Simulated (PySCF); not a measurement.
CH₅AlO. Atoms are numbered in the order given.

```xyz
8

Al     0.4757     0.1155     0.0000
H      2.0432     0.3769     0.0000
C     -0.3342    -1.6477     0.0000
H     -0.0221    -2.2244     0.8767
H     -1.4252    -1.5956     0.0000
H     -0.0221    -2.2244    -0.8767
O     -0.5642     1.4615     0.0000
H     -0.2391     2.3602     0.0000
```
Charge 0, spin multiplicity 1.

Geometry: PBE0-D3(BJ)/def2-TZVP. The values are those of a single conformer.

Method: PBE0-D3(BJ)/def2-TZVP (PySCF).

Frequencies are harmonic and unscaled.

Computed vibrational spectrum:
| mode | ν (cm⁻¹) | IR (km/mol) | moving atoms (share of kinetic energy) |
|---|---|---|---|
| 1 | 50 | 0.0 | H 90 % |
| 2 | 199 | 6.0 | O 30 %, H 28 %, Al 25 %, C 17 % |
| 3 | 358 | 8.2 | H 93 % |
| 4 | 462 | 180.2 | H 86 %, O 8 % |
| 5 | 543 | 122.2 | H 91 % |
| 6 | 621 | 44.8 | C 41 %, H 40 %, Al 15 % |
| 7 | 677 | 93.1 | H 74 %, C 17 %, Al 9 % |
| 8 | 699 | 161.8 | H 54 %, O 18 %, Al 17 %, C 11 % |
| 9 | 737 | 28.6 | H 73 %, O 14 %, C 12 % |
| 10 | 873 | 177.1 | Al 43 %, O 36 %, H 19 % |
| 11 | 1221 | 27.5 | H 80 %, C 20 % |
| 12 | 1441 | 1.5 | H 96 % |
| 13 | 1443 | 1.8 | H 95 % |
| 14 | 1911 | 214.7 | H 96 % |
| 15 | 3039 | 3.1 | H 97 % |
| 16 | 3111 | 7.5 | H 91 %, C 9 % |
| 17 | 3137 | 6.8 | H 91 %, C 9 % |
| 18 | 3958 | 73.8 | H 94 % |
